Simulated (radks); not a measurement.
The zirconium ion Zr2+ inside a hard spherical wall (all orbitals vanish at R), configuration held at [Kr] 4d2 and not refilled when levels cross. Calculated with a radial shooting solver on a logarithmic mesh with Libxc functionals: scalar-relativistic Kohn-Sham, PBE, spin-polarised, spherical densities, finite nucleus; open shells are filled with parallel spins first (spin-orbit coupling, left out, can overturn this in heavy ions); Fermi nuclear charge, rms radius 4.2694 fm. Eigenvalues in eV for spin up, with the zero of energy where the potential of the charges vanishes at infinity; a dash marks a level that is unbound or too diffuse for the functional's potential to be trusted. A positive occupied level is held by the wall or, in an anion where self-interaction has pushed it up, behind a barrier. The pressure on the wall is -dE/dV.

R (bohr),E (hartree),kinetic (hartree),e(3d),e(4s),e(4p),e(4d),"e(5s, empty)","e(5p, empty)",pressure (GPa)
free,-3597.77935,3699.243,-189.24,-69.432,-47.459,-17.937,-16.462,-11.997,0
15,-3597.77935,3699.243,-189.24,-69.432,-47.459,-17.937,-16.462,-11.997,< 0.0001
12,-3597.77935,3699.243,-189.24,-69.432,-47.459,-17.937,-16.462,-11.996,< 0.0001
10,-3597.77935,3699.243,-189.24,-69.432,-47.458,-17.937,-16.462,-11.990,< 0.0001
7,-3597.77888,3699.249,-189.20,-69.401,-47.429,-17.908,-16.358,-11.637,0.0410
6,-3597.77657,3699.269,-189.08,-69.297,-47.331,-17.800,-16.001,-10.838,0.313
5,-3597.76415,3699.352,-188.65,-68.935,-46.992,-17.375,-14.629,-8.433,2.39
4,-3597.69582,3699.741,-187.17,-67.792,-45.905,-15.758,-9.478,-0.926,21.7
3.5,-3597.56914,3700.437,-185.26,-66.396,-44.514,-13.549,-2.588,8.109,77.6
2,-3591.25186,3727.477,-149.10,-36.468,-10.442,32.815,129.45,153.86,10200
1.5,-3571.04287,3794.152,-97.629,33.377,67.568,123.08,370.55,399.81,84100
